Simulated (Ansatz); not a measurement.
`[InH2][CH]1BO1` + H₂S → `[SH][InH2]` + `B1CO1` at 500 K and 1 bar (ligand exchange at the In–C bond).

Calculated with Ansatz (gas phase, PBE0-D4/def2-TZVP geometries, no zero-point term in ΔE). CCSD(T)/CBS is the MP2 limit (def2-TZVPP, def2-QZVPP) plus CCSD(T) − MP2 in def2-TZVPP, frozen cores. This one scheme is used for every species. def2 core potentials past Kr. For In outer-core shells are correlated without core-valence functions, which leaves a few kJ/mol of doubt a bond.

| species | CCSD(T)/CBS energy (Eh) | H − E (kJ/mol) | S (J/(mol·K)) |
| --- | --- | --- | --- |
| `[InH2][CH]1BO1` | -330.18240 | 153.2 | 383.1 |
| H₂S | -398.97279 | 57.0 | 224.0 |
| `[SH][InH2]` | -589.39884 | 84.2 | 327.8 |
| `B1CO1` | -139.80191 | 134.2 | 278.3 |

H − E and S are ideal-gas, rigid-rotor, harmonic terms from PBE0-D4/def2-TZVP, for one conformer and one mirror image of each species. 1 Eh = 2625.50 kJ/mol, R = 8.31446 J/(mol·K).

Question: By hand: ΔE, ΔH, ΔS and ΔG.

Answer: ΔE = (-589.39884) + (-139.80191) − (-330.18240) − (-398.97279) = -0.04556 Eh = -119.6 kJ/mol. Δ(H − E) = 84.2 + 134.2 − 153.2 − 57.0 = 8.2, so ΔH = -111.4 kJ/mol. ΔS = 327.8 + 278.3 − 383.1 − 224.0 = -1.0 J/(mol·K). ΔG = -111.4 − 500 × (-1.0)/1000 = -110.9 kJ/mol.

Question: By hand: the equilibrium constant, and the temperature at which ΔG would vanish if ΔH and ΔS stayed fixed.

Answer: log₁₀ K = −ΔG/(RT ln 10) = 11.6. ΔG = 0 at ΔH/ΔS = 111400 K, far beyond where these terms or the molecules hold.

The number of gas molecules stays the same, so ΔS is small and ΔH decides. A doubt of 5 kJ/mol in ΔE shifts log₁₀ K by 0.5 here. Other conformers and mirror images would add mixing entropy, several J/(mol·K) or more a flexible species. These are equilibria of isolated gas molecules and say nothing of rates. Largest T1 diagnostic: 0.016 (customary marks: 0.02 for closed shells, 0.045 for open ones).
